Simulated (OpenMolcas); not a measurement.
Computed transition rates of O III

| Property | Result |
| --- | --- |
| Program | OpenMolcas 26.06 |
| Method | CASSCF |
| Basis | ANO-RCC [8s7p4d3f2g] |
| Scalar Hamiltonian | DKH2, point nucleus |
| Active space | 4 electrons in 8 orbitals (2s 2p 3s 3p) |
| State averaging | 2S+1 = 3 even, 3 roots; 2S+1 = 1 even, 11 roots; 2S+1 = 5 odd, 1 root; 2S+1 = 3 odd, 9 roots; 2S+1 = 1 odd, 8 roots |
| Spin-orbit coupling | RASSI with atomic mean-field integrals over the reference wave functions, term energies averaged over their components |

Rates come from the transition moments of the reference wave functions (E1 and E2 in the length form). At fixed line strength A goes as λ^-3 for E1 and M1 and as λ^-5 for E2, so a rate at the computed wavelength can be rescaled to the measured one. Measured vacuum wavelengths follow from level energies in Moore, Selected Tables of Atomic Spectra, NSRDS-NBS 3, section 11. Branching counts decays inside the model space alone, at computed energies, and the table is only a selection of the E1 lines, drawn from those between levels with measured partners whose computed energy lies within a factor of 1.5 of the measured one.

```json
{"Upper": "2s 2p3 5S* 2", "Lower": "2s2 2p2 3P1", "Type": "E1", "λ computed (nm)": "199.1", "λ measured (nm)": "166.1", "A computed (s-1)": "1.51e+02", "A rescaled (s-1)": "", "Branching %": "25.4"}
{"Upper": "2s 2p3 1D* 2", "Lower": "2s2 2p2 1D2", "Type": "E1", "λ computed (nm)": "56.03", "λ measured (nm)": "59.96", "A computed (s-1)": "8.63e+09", "A rescaled (s-1)": "7.04e+09", "Branching %": "100.0"}
{"Upper": "2s 2p3 1P* 1", "Lower": "2s2 2p2 1S0", "Type": "E1", "λ computed (nm)": "55.03", "λ measured (nm)": "59.78", "A computed (s-1)": "2.63e+09", "A rescaled (s-1)": "2.05e+09", "Branching %": "17.8"}
{"Upper": "2s 2p3 1P* 1", "Lower": "2s2 2p2 1D2", "Type": "E1", "λ computed (nm)": "50.41", "λ measured (nm)": "52.58", "A computed (s-1)": "1.22e+10", "A rescaled (s-1)": "1.08e+10", "Branching %": "82.2"}
{"Upper": "2s 2p3 3S* 1", "Lower": "2s2 2p2 3P1", "Type": "E1", "λ computed (nm)": "48.14", "λ measured (nm)": "50.77", "A computed (s-1)": "5.88e+09", "A rescaled (s-1)": "5.01e+09", "Branching %": "33.3"}
{"Upper": "2s 2p3 3S* 1", "Lower": "2s2 2p2 3P0", "Type": "E1", "λ computed (nm)": "48.11", "λ measured (nm)": "50.74", "A computed (s-1)": "1.96e+09", "A rescaled (s-1)": "1.67e+09", "Branching %": "11.1"}
```

Spin-changing lines and M1 lines between different terms are not rescaled, since their strength hangs on the term gaps too.

The largest correction is for 2s 2p3 1P* 1 → 2s2 2p2 1S0 (E1): 2.63e+09 × (55.03 / 59.78)^3 = 2.05e+09 s-1, a factor of 0.78.

The computed rate and branching of 2s 2p3 1D* 2 → 2s2 2p2 1D2 give the upper level a radiative lifetime of 1.000 / 8.63e+09 s-1 = 1.16e-10 s, counting decays inside the model space alone. The rescaled rate gives about 1.4e-10 s.

No measured rate stands beside these. Rescaling mends the energy factor alone: line strengths can still be far off where a level mixes with configurations outside the active space, and weak or spin-changing lines hang on small mixing coefficients that depend on the term gaps too, so rescaling need not improve them.

Active for correlation alone: 3p 3s; no level in the range computed is led by a configuration that fills them, so any true level of that kind is missing. Measured partners are found by configuration, term and J. A level has none where our copy of the source lacks it or the pairing is in doubt (some pairs that miss far off the trend of their configuration count as doubtful). Levels of configurations outside the active space are missing.

* marks odd parity.
